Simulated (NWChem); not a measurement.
System: C$_{2}$H$_{6}$Be; SMILES [CH3][Be][CH3]

```xyz
9

Be     0.0000     0.0000     0.0000
C      0.0000     0.0000     1.6803
H     -0.9129     0.4601     2.0996
H      0.8549     0.5606     2.0996
H      0.0580    -1.0206     2.0996
C      0.0000     0.0000    -1.6803
H     -1.0219     0.0281    -2.0996
H      0.4866    -0.8991    -2.0996
H      0.5353     0.8709    -2.0996
```
Atoms are numbered in this order, from 1.

Results from NWChem. Pople sets run with spherical d functions. Geometry: optimised at PBE0/def2-SVP. GIAO values for the isolated, static molecule; σ is the absolute isotropic shielding, δ = σ(reference) − σ with the isolated reference molecule computed at the same levels (13C: tetramethylsilane, 1H: tetramethylsilane).

```csv
level,σ Be1 (ppm),δ C2 (ppm),δ H3 (ppm)
Hartree-Fock/6-31G*,[?],[?],-0.54
PBE/pcSseg-1,72.0,-13.4,-0.60
B3LYP/6-31G*,85.1,-8.8,-0.57
PBE0/pcSseg-1,75.6,-11.9,-0.58
```

### Question
Some entries are withheld; supply them.

### Answer

- Hartree-Fock/6-31G*, σ Be1 (ppm): 90.1
- Hartree-Fock/6-31G*, δ C2 (ppm): -7.2
